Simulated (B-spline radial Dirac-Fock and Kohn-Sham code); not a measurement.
# X-ray form factors of praseodymium in several charge states

Method: configuration-average Dirac-Fock orbitals. Computed with an atomic code on a B-spline grid.

Configurations: Pr [Xe] 4f3 6s2; Pr⁴⁺ [Xe] 4f1; Pr⁸⁺ [Kr] 4d10 4f1 5s2 5p2; Pr⁹⁺ [Kr] 4d10 4f2 5s2. The first column is f₀ of Pr, the others are differences from it.

```
s (Å⁻¹)      Pr  Δ Pr⁴⁺  Δ Pr⁸⁺  Δ Pr⁹⁺
      0  59.000  -4.000  -8.000  -9.000
    0.1  54.278  -1.663  -4.761  -5.495
    0.2  47.601  -0.613  -1.908  -2.079
    0.3  41.245  -0.368  -0.386  -0.125
    0.4  36.032  -0.268  +0.077  +0.439
    0.5  31.855  -0.151  +0.065  +0.295
    0.7  25.369  +0.070  -0.011  -0.081
    0.9  20.824  +0.091  +0.024  -0.072
    1.1  17.854  +0.035  +0.030   0.000
    1.4  14.888  +0.007  +0.020  +0.020
```
